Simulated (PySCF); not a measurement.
C8H10O, SMILES OCCc1ccccc1 (GFN2-xTB optimised geometry):

```
19

O      1.924    -2.928     0.062
C      1.379    -1.633     0.000
C     -0.157    -1.633     0.000
C     -0.679    -0.226     0.000
C     -0.867     0.457     1.195
C     -1.313     1.766     1.197
C     -1.574     2.412     0.001
C     -1.387     1.742    -1.196
C     -0.941     0.432    -1.195
H      1.613    -3.434    -0.697
H      1.745    -1.099    -0.889
H      1.751    -1.116     0.887
H     -0.513    -2.167    -0.886
H     -0.503    -2.169     0.886
H     -0.666    -0.045     2.131
H     -1.458     2.284     2.134
H     -1.924     3.434     0.001
H     -1.590     2.240    -2.133
H     -0.799    -0.087    -2.132
```

Calculation: CAM-B3LYP/def2-SVP (PySCF 2.14.0).

Problem. What are the frontier orbital energies and the dipole moment?

Solution. HOMO-2 -9.20 eV, HOMO-1 -8.50 eV, HOMO -8.18 eV, LUMO 1.08 eV, LUMO+1 1.11 eV; dipole moment 1.47 D.

Meta-Löwdin charges at CAM-B3LYP/def2-SVP: O1 -0.51, C2 0.05, C3 -0.18, C4 0.02, C5 -0.12, C6 -0.10, C7 -0.11, C8 -0.10, C9 -0.12, H10 0.30, H11 0.07, H12 0.10, H13 0.08, H14 0.10, H15 0.10, H16 0.10, H17 0.10, H18 0.10, H19 0.10.
